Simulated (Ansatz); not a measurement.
`O=C=N[SiH]Cl`, charge 0, multiplicity 2.

Give a relaxed structure at PBE0-D4/def2-TZVP (Ansatz 0.2.0). (Best estimate.)

Computed: 
Cartesian coordinates in Å:
```
O -1.699 1.032 -1.961
C -0.893 0.727 -1.183
N -0.051 0.464 -0.370
Si 0.963 -0.605 0.484
Cl -0.163 -1.836 1.678
H 1.843 0.216 1.353
```
